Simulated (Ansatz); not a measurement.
Relaxation of C₈H₁₆N₂O (relaxed from a model of 1-butyl-3-methylimidazolium hydroxide, whose bonding it doesn't keep) (charge 0, singlet) with RKS PBE-D4/def2-SVP in Ansatz.

Positions (Å) and forces (eV/Å) at steps 14, 15 of 15:

```xyz
27
step=14 energy=-13555.9647 eV
C    -3.645   -0.706    0.989   -0.016   -0.012    0.026
C    -2.512    0.144    0.413    0.005    0.011   -0.021
C    -1.956   -0.414   -0.901   -0.024   -0.022    0.025
C    -0.792    0.384   -1.504    0.014    0.011   -0.013
N     0.421    0.375   -0.695    0.043    0.014    0.002
C     0.661    1.233    0.378    0.003   -0.050   -0.027
C     2.039    0.946    0.865    0.014   -0.001   -0.006
N     2.229   -0.399    0.284    0.030    0.017    0.013
C     3.501   -1.073    0.397    0.009    0.009   -0.028
C     1.360   -0.577   -0.773   -0.053    0.007    0.014
H    -4.498   -0.788    0.280    0.020   -0.001    0.018
H    -4.038   -0.277    1.934    0.020   -0.017   -0.040
H    -3.301   -1.739    1.211   -0.014    0.038   -0.010
H    -2.871    1.185    0.239    0.014   -0.036    0.007
H    -1.679    0.235    1.144   -0.015    0.000   -0.015
H    -1.623   -1.467   -0.753   -0.012    0.038   -0.005
H    -2.764   -0.453   -1.668    0.021    0.001    0.022
H    -0.529   -0.019   -2.503   -0.003    0.001    0.006
H    -1.084    1.446   -1.649   -0.002   -0.006   -0.001
H     0.179    2.218    0.397    0.000   -0.006    0.007
H     2.201    0.904    1.969    0.001    0.003   -0.019
H     3.417   -2.108    0.007   -0.004    0.033    0.010
H     3.793   -1.130    1.467   -0.001    0.004   -0.012
H     4.317   -0.545   -0.148   -0.031   -0.022    0.025
H     1.308   -1.466   -1.409   -0.002    0.000    0.003
O     3.072    1.889    0.457   -0.021   -0.001   -0.006
H     2.796    2.201   -0.430    0.004   -0.012    0.024
27
step=15 energy=-13555.9651 eV
C    -3.638   -0.709    0.991   -0.007   -0.009    0.013
C    -2.508    0.143    0.413    0.007    0.014   -0.014
C    -1.955   -0.412   -0.904   -0.019   -0.018    0.014
C    -0.792    0.388   -1.508    0.002    0.004    0.000
N     0.421    0.378   -0.699    0.024   -0.012    0.005
C     0.660    1.236    0.374    0.008   -0.015   -0.014
C     2.036    0.947    0.865    0.007   -0.004   -0.007
N     2.225   -0.398    0.285    0.012    0.007    0.004
C     3.495   -1.074    0.400    0.004    0.002   -0.016
C     1.355   -0.579   -0.772   -0.024    0.017    0.004
H    -4.493   -0.791    0.286    0.011    0.000    0.011
H    -4.027   -0.282    1.939    0.013   -0.010   -0.026
H    -3.292   -1.742    1.211   -0.009    0.023   -0.006
H    -2.868    1.184    0.242    0.008   -0.022    0.005
H    -1.672    0.234    1.140   -0.009    0.000   -0.008
H    -1.623   -1.464   -0.759   -0.007    0.023   -0.005
H    -2.765   -0.449   -1.668    0.012    0.000    0.012
H    -0.530   -0.016   -2.507   -0.002    0.000    0.005
H    -1.085    1.449   -1.653    0.001   -0.004    0.000
H     0.178    2.219    0.395    0.000   -0.003    0.003
H     2.196    0.906    1.968    0.000    0.001   -0.009
H     3.409   -2.110    0.013    0.000    0.022    0.008
H     3.787   -1.128    1.470    0.000    0.002   -0.008
H     4.312   -0.550   -0.146   -0.020   -0.014    0.015
H     1.303   -1.469   -1.406    0.000    0.006    0.004
O     3.072    1.888    0.459   -0.014   -0.004   -0.003
H     2.799    2.200   -0.429    0.002   -0.006    0.012
```
